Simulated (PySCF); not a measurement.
sulfuric acid cation (H2O4S), SMILES OS(=O)(O)=O (connectivity only; charge and spin as stated), charge +1, multiplicity 2. Coordinates come from a PBE-D3(BJ)/def2-SVP optimisation. The spin state was assumed, not searched. The values are those of a single conformer.

All values below come from PBE-D3(BJ)/def2-SVP (PySCF).

Harmonic wavenumbers (cm⁻¹): 161, 302, 324, 373, 415, 428, 451, 815, 871, 913, 1065, 1078, 1122, 3506, 3517. Rotational constants (GHz): 5.262, 4.658, 4.388; symmetry number 2.

Q: Work out the zero-point energy and the ideal-gas rigid-rotor harmonic-oscillator thermochemistry at 298.15 K and 1 atm.

A: ZPE = ½ Σ hcν = ½ × 15342 cm⁻¹ = 91.77 kJ/mol. H − E(el) = 109.23 kJ/mol. Entropy in J/(mol K): translation 165.94, rotation 100.95, vibration 39.95, spin 5.76, total 312.60. G − E(el) = 16.03 kJ/mol. Cp = 89.49 J/(mol K).
